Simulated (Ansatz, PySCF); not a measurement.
C3H12N2Si. Atoms are numbered in the order given.

```xyz
18

C     -3.1551     0.3003     0.4329
C     -2.1473     0.2055    -0.7069
N     -0.7997     0.5472    -0.2890
Si     0.6501    -0.3464    -0.5760
N      1.6684    -0.1627     0.8078
C      3.1161    -0.1625     0.8235
H     -3.1947     1.3251     0.8396
H     -4.1700     0.0377     0.0929
H     -2.8746    -0.3756     1.2562
H     -2.4877     0.8412    -1.5504
H     -2.1295    -0.8263    -1.0989
H     -0.7097     1.5013     0.0535
H      0.1418    -1.7204    -0.9127
H      1.5384     0.0863    -1.7081
H      1.2474    -0.3173     1.7203
H      3.5175     0.5977     1.5181
H      3.4951     0.0863    -0.1805
H      3.5613    -1.1374     1.1052
```
Charge 0, spin multiplicity 1.

Coordinates come from a r2SCAN-D4/def2-SVP optimisation. One conformer was computed; it need not be the lowest.

Vertical ionisation energy (IE) and electron affinity (EA) in eV. Rows of orbital energies are one-electron estimates. Where ΔSCF, EOM or ADC give a negative EA the extra electron is unbound and the value depends on the basis.

```
level                                                                        IE          EA
-------------------------------------------------------------------  ----------  ----------
−ε(HOMO), −ε(LUMO), B3LYP/def2-TZVP (PySCF)                                6.33       -0.69
−ε(HOMO), −ε(LUMO), PBE/def2-TZVP (PySCF)                                  5.22       -0.14
ΔSCF, PBE0/def2-SVPD (Ansatz), final states of multiplicity 2 and 2  (withheld)  (withheld)
ΔSCF, PBE/def2-SVPD (Ansatz), final states of multiplicity 2 and 2         7.94       -1.52
```

Q: Fill in the missing entries. (The exact figures need the calculation; the answer reports its results.)

A: 
- ΔSCF, PBE0/def2-SVPD (Ansatz, an electronic-structure program), final states of multiplicity 2 and 2, IE: 8.35
- ΔSCF, PBE0/def2-SVPD (Ansatz), final states of multiplicity 2 and 2, EA: -1.76

Q: What vertical singlet–triplet gap does ΔSCF give with PBE0/def2-SVPD (Ansatz) and with PBE/def2-SVPD (Ansatz)? (The exact figures need the calculation; the answer reports its results.)

A: 5.74 and 5.25 eV (triplet above singlet where positive).
